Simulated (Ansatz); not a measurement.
# Nudged elastic band run: C2H5BSi

The input (input.yaml):

```yaml
crystal:
  periodic: [false, false, false]
  atoms:
    - { symbol: B, position_ang: [-0.127498, 1.959676, -1.612821] }
    - { symbol: C, position_ang: [0.331854, 1.060439, -0.682032] }
    - { symbol: C, position_ang: [0.734434, 0.165801, 0.217226] }
    - { symbol: Si, position_ang: [-0.345874, -1.256987, 0.830554] }
    - { symbol: H, position_ang: [-0.510736, 2.74152, -2.41393] }
    - { symbol: H, position_ang: [1.755326, 0.24486, 0.64111] }
    - { symbol: H, position_ang: [0.347102, -2.553902, 0.553327] }
    - { symbol: H, position_ang: [-1.670708, -1.22028, 0.153611] }
    - { symbol: H, position_ang: [-0.5139, -1.141117, 2.312955] }
magnetization:
  spin_polarized: true
basis:
  gaussian: { orbitals: def2-SVP }
hamiltonian:
  xc: r2scan
  dispersion: d4
neb:
  order_check: false
  images: 7
  f_tol: 0.03
  max_iterations: 56
  final_atoms:
    - { symbol: B, position_ang: [-0.36314795, 1.28301845, -0.99462202] }
    - { symbol: C, position_ang: [0.66859318, 0.43634655, -0.65057004] }
    - { symbol: C, position_ang: [1.09326468, -0.65870668, 0.15377056] }
    - { symbol: Si, position_ang: [-0.78565403, -0.15990163, 0.45073375] }
    - { symbol: H, position_ang: [-0.94783927, 2.1613579, -1.54268382] }
    - { symbol: H, position_ang: [1.76212677, -0.47078669, 1.00806921] }
    - { symbol: H, position_ang: [1.24148384, -1.64431303, -0.31430983] }
    - { symbol: H, position_ang: [-1.68791816, -1.27000993, 0.04662157] }
    - { symbol: H, position_ang: [-0.98090906, 0.32300507, 1.84299061] }
  initial_path:
    images:
      - { positions_ang: [[-0.127498, 1.959676, -1.612821], [0.331854, 1.060439, -0.682032], [0.734434, 0.165801, 0.217226], [-0.345874, -1.256987, 0.830554], [-0.510736, 2.74152, -2.41393], [1.755326, 0.24486, 0.64111], [0.347102, -2.553902, 0.553327], [-1.670708, -1.22028, 0.153611], [-0.5139, -1.141117, 2.312955]] }
      - { positions_ang: [[-0.12360375, 1.95532599, -1.5536427], [0.32884182, 1.01223236, -0.67580225], [0.72787821, 0.07962205, 0.17537255], [-0.37592248, -1.26513082, 0.88257503], [-0.49776567, 2.76839495, -2.30649989], [1.75850923, 0.07570735, 0.50107284], [0.46636388, -2.27254902, 0.56484042], [-1.62623922, -1.37245072, 0.15153703], [-0.65806202, -0.98114213, 2.26054696]] }
      - { positions_ang: [[-0.1197095, 1.95097597, -1.49446439], [0.32582965, 0.96402571, -0.6695725], [0.72132241, -0.0065569, 0.13351911], [-0.40597096, -1.27327463, 0.93459606], [-0.48479534, 2.7952699, -2.19906978], [1.76169247, -0.09344531, 0.36103569], [0.58562575, -1.99119604, 0.57635383], [-1.58177044, -1.52462145, 0.14946306], [-0.80222404, -0.82116725, 2.20813892]] }
      - { positions_ang: [[-0.11581525, 1.94662596, -1.43528609], [0.32281747, 0.91581907, -0.66334275], [0.71476662, -0.09273585, 0.09166566], [-0.43601944, -1.28141845, 0.98661709], [-0.47182501, 2.82214485, -2.09163967], [1.7648757, -0.26259796, 0.22099853], [0.70488763, -1.70984307, 0.58786725], [-1.53730166, -1.67679217, 0.14738909], [-0.94638606, -0.66119238, 2.15573087]] }
      - { positions_ang: [[-0.111921, 1.94227594, -1.37610778], [0.3198053, 0.86761243, -0.657113], [0.70821082, -0.17891479, 0.04981222], [-0.46606792, -1.28956227, 1.03863812], [-0.45885468, 2.84901979, -1.98420955], [1.76805893, -0.43175061, 0.08096138], [0.82414951, -1.42849009, 0.59938067], [-1.49283288, -1.82896289, 0.14531512], [-1.09054809, -0.5012175, 2.10332283]] }
      - { positions_ang: [[-0.17472774, 1.77746157, -1.28073634], [0.40700227, 0.75979596, -0.65547726], [0.80447429, -0.29886277, 0.0758018], [-0.54596444, -1.00714711, 0.89166203], [-0.58110083, 2.67710432, -1.87382812], [1.76657589, -0.44150963, 0.31273834], [0.92848309, -1.48244582, 0.37095804], [-1.5416042, -1.68922465, 0.12064173], [-1.06313833, -0.29516186, 2.03823978]] }
      - { positions_ang: [[-0.23753448, 1.6126472, -1.1853649], [0.49419924, 0.65197949, -0.65384152], [0.90073775, -0.41881074, 0.10179139], [-0.62586097, -0.72473195, 0.74468594], [-0.70334698, 2.50518885, -1.76344669], [1.76509285, -0.45126865, 0.54451529], [1.03281667, -1.53640156, 0.14253542], [-1.59037552, -1.54948641, 0.09596834], [-1.03572857, -0.08910622, 1.97315672]] }
      - { positions_ang: [[-0.30034121, 1.44783282, -1.08999346], [0.58139621, 0.54416302, -0.65220578], [0.99700121, -0.53875871, 0.12778098], [-0.7057575, -0.44231679, 0.59770984], [-0.82559312, 2.33327337, -1.65306525], [1.76360981, -0.46102767, 0.77629225], [1.13715026, -1.5903573, -0.0858872], [-1.63914684, -1.40974817, 0.07129496], [-1.00831882, 0.11694943, 1.90807367]] }
      - { positions_ang: [[-0.36314795, 1.28301845, -0.99462202], [0.66859318, 0.43634655, -0.65057004], [1.09326468, -0.65870668, 0.15377056], [-0.78565403, -0.15990163, 0.45073375], [-0.94783927, 2.1613579, -1.54268382], [1.76212677, -0.47078669, 1.00806921], [1.24148384, -1.64431303, -0.31430983], [-1.68791816, -1.27000993, 0.04662157], [-0.98090906, 0.32300507, 1.84299061]] }
```

Launched with:

```bash
$ ansatz run input.yaml --threads 2 --pin off --max-ram 3072MiB --backend cpu --events-out ev --progress --plain --runs-dir out
```

Output, in part (warnings, iteration lines, the closing report on the highest movable image, with atoms numbered from 0):

```
NEB end point (image 0): max|allowed force component| = 1.991e-2 eV/Å (the criterion of neb.relax_end_points is 1.000e-2)
NEB end point (image 8): max|allowed force component| = 1.124e-2 eV/Å (the criterion of neb.relax_end_points is 1.000e-2)
NEB iter   1: max|band force component| = 5.520e0 eV/Å  barrier→ = 4.4040 eV  barrier← = 5.4860 eV  Δτ_max = 0.1944 Å  (851 SCF iters)
NEB iter   2: max|band force component| = 3.379e0 eV/Å  barrier→ = 3.2219 eV  barrier← = 4.3039 eV  Δτ_max = 0.1986 Å  (406 SCF iters)
NEB iter   3: max|band force component| = 1.776e0 eV/Å  barrier→ = 2.4934 eV  barrier← = 3.5754 eV  Δτ_max = 0.1894 Å  (391 SCF iters)
NEB iter   4: max|band force component| = 1.197e0 eV/Å  barrier→ = 2.2021 eV  barrier← = 3.2841 eV  Δτ_max = 0.2000 Å  (311 SCF iters)
NEB iter   5: max|band force component| = 9.704e-1 eV/Å  barrier→ = 2.4566 eV  barrier← = 3.5386 eV  Δτ_max = 0.2000 Å  (284 SCF iters)
NEB iter   6: max|band force component| = 9.847e-1 eV/Å  barrier→ = 2.7187 eV  barrier← = 3.8007 eV  Δτ_max = 0.0997 Å  (289 SCF iters)
NEB iter   7: max|band force component| = 9.514e-1 eV/Å  barrier→ = 2.5903 eV  barrier← = 3.6723 eV  Δτ_max = 0.0998 Å  (370 SCF iters)
NEB iter   8: max|band force component| = 1.164e0 eV/Å  barrier→ = 2.5185 eV  barrier← = 3.6005 eV  Δτ_max = 0.1962 Å  (300 SCF iters)
NEB iter   9: max|band force component| = 7.350e-1 eV/Å  barrier→ = 2.4449 eV  barrier← = 3.5268 eV  Δτ_max = 0.1958 Å  (406 SCF iters)
NEB iter  10: max|band force component| = 1.061e0 eV/Å  barrier→ = 2.3548 eV  barrier← = 3.4368 eV  Δτ_max = 0.1005 Å  (296 SCF iters)
NEB iter  11: max|band force component| = 6.272e-1 eV/Å  barrier→ = 2.1503 eV  barrier← = 3.2322 eV  Δτ_max = 0.1026 Å  (285 SCF iters)
NEB iter  12: max|band force component| = 1.674e0 eV/Å  barrier→ = 1.8772 eV  barrier← = 2.9592 eV  CI = image 3  Δτ_max = 0.0993 Å  (277 SCF iters)
NEB iter  13: max|band force component| = 1.350e0 eV/Å  barrier→ = 1.8986 eV  barrier← = 2.9805 eV  CI = image 3  Δτ_max = 0.1967 Å  (271 SCF iters)
NEB iter  14: max|band force component| = 1.268e0 eV/Å  barrier→ = 1.8453 eV  barrier← = 2.9272 eV  CI = image 3  Δτ_max = 0.1973 Å  (278 SCF iters)
NEB iter  15: max|band force component| = 1.164e0 eV/Å  barrier→ = 1.8706 eV  barrier← = 2.9526 eV  CI = image 3  Δτ_max = 0.1977 Å  (273 SCF iters)
NEB iter  16: max|band force component| = 9.232e-1 eV/Å  barrier→ = 1.8488 eV  barrier← = 2.9307 eV  CI = image 3  Δτ_max = 0.1997 Å  (319 SCF iters)
NEB iter  17: max|band force component| = 2.100e0 eV/Å  barrier→ = 1.7966 eV  barrier← = 2.8785 eV  CI = image 3  Δτ_max = 0.0995 Å  (357 SCF iters)
NEB iter  18: max|band force component| = 6.419e-1 eV/Å  barrier→ = 1.7764 eV  barrier← = 2.8583 eV  CI = image 3  Δτ_max = 0.1445 Å  (327 SCF iters)
NEB iter  19: max|band force component| = 5.037e-1 eV/Å  barrier→ = 1.7542 eV  barrier← = 2.8362 eV  CI = image 3  Δτ_max = 0.0826 Å  (356 SCF iters)
NEB iter  20: max|band force component| = 2.880e-1 eV/Å  barrier→ = 1.7468 eV  barrier← = 2.8288 eV  CI = image 3  Δτ_max = 0.1993 Å  (322 SCF iters)
NEB iter  21: max|band force component| = 2.894e-1 eV/Å  barrier→ = 1.7433 eV  barrier← = 2.8253 eV  CI = image 3  Δτ_max = 0.0721 Å  (402 SCF iters)
NEB iter  22: max|band force component| = 3.703e-1 eV/Å  barrier→ = 1.7428 eV  barrier← = 2.8248 eV  CI = image 3  Δτ_max = 0.0362 Å  (304 SCF iters)
NEB iter  23: max|band force component| = 4.298e-1 eV/Å  barrier→ = 1.7427 eV  barrier← = 2.8247 eV  CI = image 3  Δτ_max = 0.0362 Å  (288 SCF iters)
NEB iter  24: max|band force component| = 4.298e-1 eV/Å  barrier→ = 1.7426 eV  barrier← = 2.8246 eV  CI = image 3  Δτ_max = 0.0725 Å  (280 SCF iters)
NEB iter  25: max|band force component| = 3.487e-1 eV/Å  barrier→ = 1.7425 eV  barrier← = 2.8245 eV  CI = image 3  Δτ_max = 0.0724 Å  (292 SCF iters)
NEB iter  26: max|band force component| = 2.656e-1 eV/Å  barrier→ = 1.7425 eV  barrier← = 2.8245 eV  CI = image 3  Δτ_max = 0.0723 Å  (278 SCF iters)
NEB iter  27: max|band force component| = 2.892e-1 eV/Å  barrier→ = 1.7425 eV  barrier← = 2.8245 eV  CI = image 3  Δτ_max = 0.0361 Å  (285 SCF iters)
NEB iter  28: max|band force component| = 1.399e-1 eV/Å  barrier→ = 1.7425 eV  barrier← = 2.8245 eV  CI = image 3  Δτ_max = 0.0444 Å  (274 SCF iters)
NEB iter  29: max|band force component| = 9.149e-2 eV/Å  barrier→ = 1.7425 eV  barrier← = 2.8245 eV  CI = image 3  Δτ_max = 0.0150 Å  (283 SCF iters)
NEB iter  30: max|band force component| = 6.170e-2 eV/Å  barrier→ = 1.7425 eV  barrier← = 2.8245 eV  CI = image 3  Δτ_max = 0.0208 Å  (277 SCF iters)
NEB iter  31: max|band force component| = 4.521e-2 eV/Å  barrier→ = 1.7425 eV  barrier← = 2.8245 eV  CI = image 3  Δτ_max = 0.0066 Å  (269 SCF iters)
NEB iter  32: max|band force component| = 1.047e-2 eV/Å  barrier→ = 1.7425 eV  barrier← = 2.8245 eV  CI = image 3  Δτ_max = 0.0000 Å  (952 SCF iters)
Total energy: -10697.26486080 eV, -393.1172327680 hartree
Atom 0 at     0.096230     1.742432    -1.803866 Å, force     0.000233    -0.000156    -0.000351 eV/Å
Atom 1 at     0.323077     0.919228    -0.753141 Å, force    -0.000290    -0.000123     0.000337 eV/Å
Atom 2 at     0.557789     0.104886     0.307467 Å, force    -0.000016     0.000765     0.000271 eV/Å
Atom 3 at    -0.677187    -0.905578     1.292048 Å, force    -0.000399     0.000125     0.000317 eV/Å
Atom 4 at    -0.097219     2.467634    -2.720326 Å, force    -0.000054     0.000011     0.000050 eV/Å
Atom 5 at     1.555288     0.035130     0.783194 Å, force     0.000039    -0.000562    -0.000403 eV/Å
Atom 6 at     0.320213    -1.222911     0.018029 Å, force     0.000396     0.000221    -0.000032 eV/Å
Atom 7 at    -1.985758    -1.222445     0.661025 Å, force    -0.000006    -0.000105    -0.000149 eV/Å
Atom 8 at    -0.092435    -1.918367     2.215570 Å, force     0.000096    -0.000177    -0.000039 eV/Å
Dipole moment:    -0.072337    -0.427493     0.448682 e Å
```

The forces met the threshold. The profile has 2 maxima (images 3, 5) with wells between them (image 4): this band takes more than one step, which may be the mechanism or a detour left from its start path. Neighbouring images differ by up to 1.3 eV, so the band resolves the path poorly. A vibrational analysis at the climbing image gives one clearly imaginary mode, 765i cm⁻¹: a first-order saddle point. The orbitals were unrestricted but ended closed-shell.

Final band (atoms are numbered from 1 in the order of the input):

```tsv
image	path coordinate (Å)	energy (eV)	Si4–H7 (Å)	B1–Si4 (Å)	C2–Si4 (Å)
0	0.00	0.00	1.50	4.05	2.85
1	0.88	0.01	1.50	4.03	2.84
2	1.75	0.43	1.48	4.06	2.85
3	2.63	1.74	1.65	4.15	2.92
4	3.62	1.38	2.33	3.99	2.84
5	4.60	1.40	2.49	3.67	2.62
6	5.59	0.23	2.57	3.14	1.96
7	6.58	-0.49	2.61	2.71	1.91
8	7.57	-1.08	2.63	2.09	1.92
```

The run took 8.2 min on 2 threads of Intel(R) Xeon(R) 6975P-C (Granite Rapids), on a shared host, peak memory 0.27 GiB.
